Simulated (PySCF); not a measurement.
C₂H₄ClNSi, SMILES Cl[SiH2]CC#N. Atoms are numbered in the order given.

```xyz
9

N      2.7582    -0.4601    -0.3156
C      1.8929     0.3133    -0.2323
C      0.7835     1.2416    -0.1478
Si    -0.8890     0.4371    -0.5519
Cl    -1.2837    -1.0173     0.8575
H      0.7331     1.6759     0.8660
H      0.9423     2.0786    -0.8520
H     -1.9331     1.4935    -0.4742
H     -0.8398    -0.1805    -1.9014
```
Charge 0, spin multiplicity 1.

Geometry: r2SCAN-D4/def2-SVP. The structure was generated by enumeration, and PubChem lists no compound with its InChIKey, so it may never have been made. Other conformers were not sampled.

Two levels are set side by side: PBE/pcSseg-1 (PySCF) and PBE0/pcSseg-1 (PySCF). GIAO shifts against HCl (³⁵Cl), NH3 (¹⁵N), TMS (²⁹Si), TMS (¹H), TMS (¹³C) at the same level; non-relativistic, no solvent, atoms listed together averaged. Without spin–orbit terms, shifts of atoms bonded to Cl or Br come out too high at both levels. Differences are taken from unrounded values.

| quantity | PBE0 | PBE | PBE minus PBE0 |
|---|---|---|---|
| δ(¹⁵N) of N1 (ppm) | 312.7 | 309.3 | -3.4 |
| δ(¹³C) of C2 (ppm) | 122.8 | 118.0 | -4.8 |
| δ(¹³C) of C3 (ppm) | 8.1 | 9.3 | 1.2 |
| δ(²⁹Si) of Si4 (ppm) | -5.1 | -4.6 | 0.5 |
| δ(³⁵Cl) of Cl5 (ppm) | -43.2 | -30.5 | 12.7 |

Rough cost on one machine, each run with all the roots and properties that it gave: PBE0 against PBE within a factor of 2.
